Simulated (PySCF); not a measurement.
# Pt⁵⁹⁺: ionisation energy

Pt⁵⁹⁺ [Ar] 3d1 [3d3/2^1, M_J = 3/2] → Pt⁶⁰⁺ [Ar], as a difference of total energies. Computed with PySCF 2.14 in an uncontracted even-tempered set (15 s from 18 bohr⁻², ratio 2.8; 12 p from 24 bohr⁻², ratio 2.8; 8 d from 24 bohr⁻², ratio 2.8; 3 f from 72 bohr⁻², ratio 3), with the two-component X2C-1e Hamiltonian. Correlated levels: [Ne] frozen; the 72 highest virtual spinors dropped. "Screened" scales the spin-orbit matrix elements by Boettger's factors to mimic the two-electron term; Breit and QED terms are absent.

| method | ionisation energy (eV) |
| --- | --- |
| GHF (spin-free) | 6050.7 |
| GMP2 (spin-free) | 6050.2 |
| GHF (screened spin-orbit) | 6109.9 |
| GMP2 (screened spin-orbit) | 6109.4 |

Breit and QED terms and the two-electron picture change are absent.

The spin-free rows lack the spin-orbit shift.

For comparison: 6106 ± 7 eV (theoretical estimate listed by NIST; NIST Atomic Spectra Database, ionization energies).
